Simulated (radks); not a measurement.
Problem. The mean radii <r> (bohr) of the occupied orbitals of an atom or ion are listed with their occupations. Calculated with a radial shooting solver on a logarithmic mesh with Libxc functionals: Dirac Kohn-Sham, PBEsol, spin-unpolarised, spherical densities, point nucleus.

| orbital | occ. | <r> |
|---|---|---|
| 1s1/2 | 2 | 0.03264 |
| 2s1/2 | 2 | 0.1416 |
| 2p1/2 | 2 | 0.1203 |
| 2p3/2 | 4 | 0.1252 |
| 3s1/2 | 2 | 0.3907 |
| 3p1/2 | 2 | 0.3833 |
| 3p3/2 | 4 | 0.3940 |
| 3d3/2 | 4 | 0.3684 |
| 3d5/2 | 6 | 0.3719 |
| 4s1/2 | 2 | 0.9776 |
| 4p1/2 | 2 | 1.055 |
| 4p3/2 | 4 | 1.086 |
| 4d3/2 | 4 | 1.470 |
| 4d5/2 | 3 | 1.489 |
| 5s1/2 | 1 | 2.844 |
| 4f5/2 | 1 | 17.42 |

Name the element and its charge. Open shells, if any, fill j = l - 1/2 first.

Solution. Z = 45, rhodium, charge 0: Rh in [Kr] 4d7 5s1 4f1. The 1s radius gives Z: for a bare nucleus <r> = (2 gamma + 1)/(2Z) with gamma = sqrt(1 - (Z/c)^2), 0.0321 bohr for Z = 45, and screening makes it slightly larger (0.03264 here). The occupations add up to 45, and the charge is Z minus that.
